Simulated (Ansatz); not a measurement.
Consider the formal exchange of groups at the Si–F bond: `FC[SiH](F)Cl` + SiH₄ → `FC[SiH]([SiH3])Cl` + H–F.

Computed with Ansatz on PBE0-D4/def2-TZVP structures; ΔE is electronic, products minus reactants. CCSD(T)/CBS adds triple-zeta CCSD(T) − MP2 to the extrapolated MP2 energy (def2 sets, frozen cores). This one scheme is used for every species. Functionals use def2-TZVPP. Each species was taken in one conformer, which may not be the lowest.

`FC[SiH](F)Cl`:

Cartesian coordinates in Å:
```
F 1.233 -1.543 0.248
C 0.621 -0.572 -0.533
Si -0.508 0.486 0.530
F -1.717 -0.395 1.063
Cl -1.251 1.959 -0.669
H 0.056 -1.065 -1.331
H 1.397 0.044 -1.001
H 0.170 1.087 1.693
```

SiH₄:

Cartesian coordinates in Å:
```
Si 0.000 0.000 0.000
H -0.469 -1.397 -0.177
H -0.253 0.433 1.397
H -0.733 0.891 -0.934
H 1.455 0.073 -0.285
```

`FC[SiH]([SiH3])Cl`:

Cartesian coordinates in Å:
```
F -0.651 -1.872 1.182
C 0.188 -0.815 1.522
Si -0.234 0.680 0.436
Si -0.068 0.176 -1.842
Cl 1.152 2.136 0.919
H 1.225 -1.131 1.372
H 0.050 -0.589 2.584
H -1.578 1.198 0.801
H -0.257 1.418 -2.635
H 1.280 -0.385 -2.117
H -1.106 -0.817 -2.222
```

H–F:

Z-matrix (Å, degrees):
```
F
H 1 0.920
```

```csv
level,ΔE (kJ/mol)
PBE-D4,121.9
PBE0-D4,126.4
ωB97X-V,144.7
PBE,127.7
MP2/def2-TZVPP,146.8
HF/def2-QZVPP,175.5
SCS-MP2/def2-QZVPP,152.4
CCSD/CBS(def2),144.1
```

Task: What does CCSD(T)/CBS give? (Estimate.)

Result: Ansatz gave: +140.1 kJ/mol. The listed levels differ from it by -18.2, -13.7, 4.6, -12.4, 6.7, 35.4, 12.3, 4.0 kJ/mol.

Largest T1 diagnostic among the species: 0.011.

In def2-TZVPP, CCSD(T) changes the Hartree–Fock value by −30.0 kJ/mol (the triples alone add −4.0 kJ/mol) and MP2 by −26.4 kJ/mol. From PBE to PBE0 (25 % exact exchange), in def2-TZVPP and without D4, ΔE moves by +4.1 kJ/mol.
